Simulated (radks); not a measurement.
Results of a calculation; reference values are marked as such.
Dispersion coefficients C6 (hartree bohr^6) between ground-configuration atoms and ions, from the Casimir-Polder integral (3/pi) of alpha_A(iw) alpha_B(iw). Level of theory: non-relativistic Kohn-Sham, exchange-only LDA, spin-unpolarised, spherical densities, point nucleus (a radial shooting solver on a logarithmic mesh with Libxc functionals). Response by self-consistent Sternheimer equations with the Hartree and adiabatic exchange-only LDA kernel. For heavy and open-shell atoms this level of theory can miss by tens of per cent.

C6,Sc,Sc+,Sc2+,Sc3+,Sc4+,Sc5+,Sc6+
Sc,1604,,,,,,
Sc+,765.9,370.1,,,,,
Sc2+,118.3,61.94,16.02,,,,
Sc3+,56.53,30.77,9.426,5.861,,,
Sc4+,45.32,24.70,7.618,4.751,3.853,,
Sc5+,37.36,20.35,6.263,3.905,3.167,2.604,
Sc6+,31.50,17.12,5.218,3.242,2.629,2.162,1.795

Static polarisabilities (bohr^3): Sc ([Ar] 3d1 4s2) 126.9, Sc+ ([Ar] 3d1 4s1) 55.49, Sc2+ ([Ar] 3d1) 5.504, Sc3+ ([Ar]) 2.197, Sc4+ ([Ne] 3s2 3p5) 1.756, Sc5+ ([Ne] 3s2 3p4) 1.451, Sc6+ ([Ne] 3s2 3p3) 1.232. The combination rule 2 Ca Cb / ((alpha_b/alpha_a) Ca + (alpha_a/alpha_b) Cb) gives 51.36 for Sc3+-Sc, against 56.53 from the integral.
